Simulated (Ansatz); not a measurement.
CH₈OSi₂, SMILES `C[SiH2]O[SiH3]`. The species carries charge 0 and has multiplicity 1.

```csv
atom,x (Å),y (Å),z (Å)
C1,-0.1768,-1.4385,1.6466
Si2,0.4939,0.0695,0.7977
O3,-0.2126,0.2120,-0.6754
Si4,-0.3084,1.0903,-2.0478
H5,-1.2583,-1.3615,1.7796
H6,0.2809,-1.5542,2.6328
H7,0.0345,-2.3387,1.0650
H8,1.9690,-0.0378,0.6216
H9,0.2071,1.2940,1.5954
H10,-1.2976,0.4450,-2.9452
H11,1.0147,1.1408,-2.7248
H12,-0.7464,2.4789,-1.7456
```

**Question.** List the harmonic frequencies (cm⁻¹, unscaled) at PBE0-D4/def2-TZVP in Ansatz. (Estimate.)

**Answer.** The calculation gave: 23, 42, 78, 163, 228, 501, 588, 710, 712, 736, 752, 771, 879, 930, 955, 956, 967, 999, 1121, 1278, 1444, 1449, 2203, 2207, 2221, 2223, 2241, 3051, 3135, 3142.

**Question.** Is this a minimum?

**Answer.** Yes, all 30 modes are real.

**Question.** Give the ideal-gas thermochemistry at 298.15 K and 1 bar (rigid rotor, harmonic oscillator; point group Cs, symmetry number 1).

**Answer.** Zero-point energy 219.6 kJ/mol; H(298) − E = 242.2 kJ/mol; entropy 371.9 J/(mol·K), of which translation 165.3, rotation 109.9, vibration 96.7; G(298) − E = 131.4 kJ/mol. Modes under 100 cm⁻¹ are hindered rotations or soft bends, so the harmonic entropy is rough.

**Question.** And at 400, 500, 600, 800 and 1000 K?

**Answer.** 
| T (K) | H − E (kJ/mol) | S (J/mol/K) | G − E (kJ/mol) |
| --- | --- | --- | --- |
| 400 | 255.1 | 408.8 | 91.6 |
| 500 | 270.0 | 442.0 | 49.0 |
| 600 | 286.8 | 472.5 | 3.3 |
| 800 | 324.8 | 527.0 | -96.8 |
| 1000 | 367.2 | 574.2 | -207.0 |

**Question.** Rotational constants (cm⁻¹)?

**Answer.** 0.5023, 0.06248, 0.05845.
